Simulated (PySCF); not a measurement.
Vertical excitations of a molecule C3H4F2Si from TDA-B3LYP/def2-SVPD (PySCF), as energy in eV (oscillator strength): 5.91 (0.002), 6.20 (0.019), 6.33 (0.002), 7.29 (0.086), 7.34 (0.003), 7.58 (0.074), 7.82 (0.015), 7.91 (0.080), 8.17 (0.066), 8.21 (0.000). Lowest triplet (TDA): 4.93 eV. Coordinates come from a PBE-D3(BJ)/def2-SVP optimisation. The values are those of a single conformer.

Task: Pick the molecule that these values belong to.
A) F[C@@H]1C=C[Si@H]1F
B) C#C[Si@@H](F)CF
C) C#CC(F)(F)[SiH3]
D) C=C=C(F)[SiH2]F

Result: C, C#CC(F)(F)[SiH3]
